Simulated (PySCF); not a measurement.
Structure with atom numbers: `[F:1][CH2:2][CH:3]=[C:4]=[C:5]=[CH:6][CH2:7][F:8]` (H(Xn): hydrogen on atom n).

Computed data (PySCF 2.14.0 with density-fitted response routines): σ from GIAO-PBE0/pcSseg-1, coordinates at the GFN2-xTB level. No solvent, rapidly exchanging positions averaged, non-relativistic Hamiltonian, one computed conformer.

Task: List the cross peaks expected in HSQC, COSY and HMBC spectra.

Result: 

HSQC (one-bond C–H):
| δH | δC |
| --- | --- |
| 6.33 (H(C3)/H(C6)) | 118.2 (C3/C6) |
| 5.41 (H(C2)/H(C7)) | 87.3 (C2/C7) |

COSY cross peaks (H two or three bonds apart, from the bond graph; peaks can be absent where the dihedral angle is near 90°):
| δH | δH |
| --- | --- |
| 6.33 (H(C3)/H(C6)) | 5.41 (H(C2)/H(C7)) |

HMBC (two and three bonds, from the bond graph):
| δH | δC |
| --- | --- |
| 6.33 (H(C3)/H(C6)) | 175.6 (C4/C5), 87.3 (C2/C7) |
| 5.41 (H(C2)/H(C7)) | 175.6 (C4/C5), 118.2 (C3/C6) |

δ = σ(ref) − σ, references computed at the same level: $^{1}$H (σref 31.72), $^{13}$C (σref 186.93) vs TMS.

Shifts are as computed. Against solution values, carbons near 30 ppm lie about +3 ppm off and those near 130 ppm about +5 ppm. Of 1309 compounds with measured shifts, 239 miss one by over three times the rms of a fit or turn the order of signals round; such compounds aren't used in these exercises.
